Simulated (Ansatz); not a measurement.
Molecule (SMILES): [Si]Br (Si-Br), doublet.
Atoms: Si1, Br2. Bonds: Si1-Br2.

Basis-set convergence of the optimised Si1-Br2 bond length at MP2 with Ansatz (a first-principles code). The reference of a correlated method is not its basis-set limit, which lies further on. Cartesian d functions, on some or all atoms, in 6-31G*, 6-311G**; all else is spherical. Cores are frozen (with 3d on Ga to Br). Open shells are unrestricted. No added dispersion term, no relativity. Reference: the value in aug-cc-pV(Q+d)Z, 2.2297 Å, itself unsure by roughly 0.0016 Å (its mean distance from cc-pV(5+d)Z, def2-QZVPP, cc-pV(Q+d)Z). Deviations are taken from unrounded values.

```json
[
 {"basis": "cc-pV(D+d)Z", "functions": "50", "optimised Si1-Br2 bond length (Å)": "2.2531", "minus reference (Å)": "0.0234"},
 {"basis": "def2-SVP", "functions": "50", "optimised Si1-Br2 bond length (Å)": "2.2439", "minus reference (Å)": "0.0143"},
 {"basis": "6-31G*", "functions": "54", "optimised Si1-Br2 bond length (Å)": "2.2456", "minus reference (Å)": "0.0159"},
 {"basis": "aug-cc-pV(D+d)Z", "functions": "68", "optimised Si1-Br2 bond length (Å)": "2.2673", "minus reference (Å)": "0.0376"},
 {"basis": "6-311G**", "functions": "71", "optimised Si1-Br2 bond length (Å)": "2.2428", "minus reference (Å)": "0.0131"},
 {"basis": "pcseg-2", "functions": "77", "optimised Si1-Br2 bond length (Å)": "2.2322", "minus reference (Å)": "0.0025"},
 {"basis": "cc-pV(T+d)Z", "functions": "82", "optimised Si1-Br2 bond length (Å)": "2.2357", "minus reference (Å)": "0.0061"},
 {"basis": "def2-TZVP", "functions": "85", "optimised Si1-Br2 bond length (Å)": "2.2334", "minus reference (Å)": "0.0038"},
 {"basis": "def2-TZVPP", "functions": "90", "optimised Si1-Br2 bond length (Å)": "2.2318", "minus reference (Å)": "0.0021"},
 {"basis": "def2-TZVPPD", "functions": "105", "optimised Si1-Br2 bond length (Å)": "2.2333", "minus reference (Å)": "0.0036"},
 {"basis": "aug-cc-pV(T+d)Z", "functions": "114", "optimised Si1-Br2 bond length (Å)": "2.2379", "minus reference (Å)": "0.0083"},
 {"basis": "cc-pV(Q+d)Z", "functions": "132", "optimised Si1-Br2 bond length (Å)": "2.2292", "minus reference (Å)": "-0.0005"},
 {"basis": "def2-QZVPP", "functions": "159", "optimised Si1-Br2 bond length (Å)": "2.2278", "minus reference (Å)": "-0.0018"},
 {"basis": "aug-cc-pV(Q+d)Z", "functions": "182", "optimised Si1-Br2 bond length (Å)": "2.2297", "minus reference (Å)": "0.0000"},
 {"basis": "cc-pV(5+d)Z", "functions": "204", "optimised Si1-Br2 bond length (Å)": "2.2272", "minus reference (Å)": "-0.0024"}
]
```
